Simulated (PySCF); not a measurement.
## MN15 on I (iodine, neutral)

Configuration: [Kr] 4d10 5s2 5p4 5d1, one real determinant (an excited configuration). All numbers are calculated (PySCF 2.14, scalar relativity by spin-free X2C-1e, in x2c-QZVPPall with one added diffuse shell each of s, p, d, f type (14s10p8d5f1g, 128 functions)).

| Quantity | Value |
| --- | --- |
| Total energy | -7120.34 hartree |
| One-electron energy | -9747.88 hartree |
| Hartree (Coulomb) energy | 2815.85 hartree |
| Exchange-correlation energy | -188.31 hartree |
| ⟨S²⟩ | 3.7548 |
| ⟨L²⟩ | 8.028 |
| Sum of ⟨r⟩ | 39.65 bohr |
| Sum of ⟨r²⟩ | 76.08 bohr² |
| Traceless quadrupole moment −½Σ⟨3z² − r²⟩ along its main axis | 4.71 e·bohr² |
| Langevin diamagnetic susceptibility | -60.3 ×10⁻⁶ cm³/mol |
| Time after the integrals | about 14 core-seconds |

```json
{"shell": "1s α", "electrons": "1", "mean orbital energy (hartree)": "-1210.98784", "spread (hartree)": "0", "rms radius, mean of both spins (bohr)": "0.0311"}
{"shell": "1s β", "electrons": "1", "mean orbital energy (hartree)": "-1210.98727", "spread (hartree)": "0", "rms radius, mean of both spins (bohr)": "0.0311"}
{"shell": "2s α", "electrons": "1", "mean orbital energy (hartree)": "-185.70772", "spread (hartree)": "0", "rms radius, mean of both spins (bohr)": "0.127"}
{"shell": "2s β", "electrons": "1", "mean orbital energy (hartree)": "-185.70150", "spread (hartree)": "0", "rms radius, mean of both spins (bohr)": "0.127"}
{"shell": "2p α", "electrons": "3", "mean orbital energy (hartree)": "-167.75100", "spread (hartree)": "0.00383", "rms radius, mean of both spins (bohr)": "0.113"}
{"shell": "2p β", "electrons": "3", "mean orbital energy (hartree)": "-167.74906", "spread (hartree)": "0.00414", "rms radius, mean of both spins (bohr)": "0.113"}
{"shell": "3s α", "electrons": "1", "mean orbital energy (hartree)": "-37.28179", "spread (hartree)": "0", "rms radius, mean of both spins (bohr)": "0.340"}
{"shell": "3s β", "electrons": "1", "mean orbital energy (hartree)": "-37.28010", "spread (hartree)": "0", "rms radius, mean of both spins (bohr)": "0.340"}
{"shell": "3p α", "electrons": "3", "mean orbital energy (hartree)": "-31.51347", "spread (hartree)": "0.00830", "rms radius, mean of both spins (bohr)": "0.338"}
{"shell": "3p β", "electrons": "3", "mean orbital energy (hartree)": "-31.51221", "spread (hartree)": "0.00728", "rms radius, mean of both spins (bohr)": "0.338"}
{"shell": "3d β", "electrons": "5", "mean orbital energy (hartree)": "-22.43629", "spread (hartree)": "0.00843", "rms radius, mean of both spins (bohr)": "0.314"}
{"shell": "3d α", "electrons": "5", "mean orbital energy (hartree)": "-22.43614", "spread (hartree)": "0.00799", "rms radius, mean of both spins (bohr)": "0.314"}
{"shell": "4s α", "electrons": "1", "mean orbital energy (hartree)": "-6.76448", "spread (hartree)": "0", "rms radius, mean of both spins (bohr)": "0.792"}
{"shell": "4s β", "electrons": "1", "mean orbital energy (hartree)": "-6.76289", "spread (hartree)": "0", "rms radius, mean of both spins (bohr)": "0.792"}
{"shell": "4p α", "electrons": "3", "mean orbital energy (hartree)": "-4.91978", "spread (hartree)": "0.01763", "rms radius, mean of both spins (bohr)": "0.849"}
{"shell": "4p β", "electrons": "3", "mean orbital energy (hartree)": "-4.91484", "spread (hartree)": "0.01096", "rms radius, mean of both spins (bohr)": "0.849"}
{"shell": "4d α", "electrons": "5", "mean orbital energy (hartree)": "-2.10071", "spread (hartree)": "0.02129", "rms radius, mean of both spins (bohr)": "0.995"}
{"shell": "4d β", "electrons": "5", "mean orbital energy (hartree)": "-2.09376", "spread (hartree)": "0.01407", "rms radius, mean of both spins (bohr)": "0.995"}
{"shell": "5s α", "electrons": "1", "mean orbital energy (hartree)": "-0.87286", "spread (hartree)": "0", "rms radius, mean of both spins (bohr)": "2.07"}
{"shell": "5s β", "electrons": "1", "mean orbital energy (hartree)": "-0.78317", "spread (hartree)": "0", "rms radius, mean of both spins (bohr)": "2.07"}
{"shell": "5p α", "electrons": "3", "mean orbital energy (hartree)": "-0.44474", "spread (hartree)": "0.04047", "rms radius, mean of both spins (bohr)": "2.52"}
{"shell": "5p β", "electrons": "1", "mean orbital energy (hartree)": "-0.38966", "spread (hartree)": "0", "rms radius, mean of both spins (bohr)": "2.52"}
{"shell": "5d α", "electrons": "1", "mean orbital energy (hartree)": "-0.03340", "spread (hartree)": "0", "rms radius, mean of both spins (bohr)": "4.97"}
```

⟨L²⟩ = 8.03 against 12 for a pure F term, so this real determinant mixes terms. The outer electron is Rydberg-like, and this basis confines it to a smaller radius and binds it less than a complete one would.

Densities and radii are taken from the X2C orbitals without a picture-change correction, which distorts them close to the nucleus.
